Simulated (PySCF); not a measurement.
C₃H₁₀InN, SMILES C(C)[N]([InH2])C.

Geometry: B3LYP-D3(BJ)/def2-SVP. The def2 effective core potentials stand for the cores of In; spin–orbit coupling is left out. One conformer was computed; it need not be the lowest.

Two levels are set side by side: PBE/def2-TZVP (PySCF) and ωB97X/def2-TZVP (PySCF). Same geometry, gas phase. Differences are taken from unrounded values.

| quantity | PBE |
|---|---|
| orbital gap (eV) | 2.89 |
| highest occupied level (eV) | -4.80 |
| lowest empty level (eV) | -1.91 |
| dipole moment (D) | 0.38 |
| mean polarisability (bohr³) | 93.6 |

Task: These are the PBE values. What does ωB97X give? (The exact figures need the calculation; the answer reports its results.)

Result: 
```csv
quantity,ωB97X,PBE minus ωB97X
orbital gap (eV),8.61,-5.72
highest occupied level (eV),-8.21,3.41
lowest empty level (eV),0.40,-2.31
dipole moment (D),0.05,0.33
mean polarisability (bohr³),85.5,8.1
```

PBE's occupied levels lie high since its potential decays too fast outside the molecule; exact exchange lowers them and widens the gap. Loosely held outer electrons make PBE densities more polarisable. Differences between two approximate levels are no errors against the true value.

Rough cost on one machine, each run with all the roots and properties that it gave: ωB97X against PBE within a factor of 2.
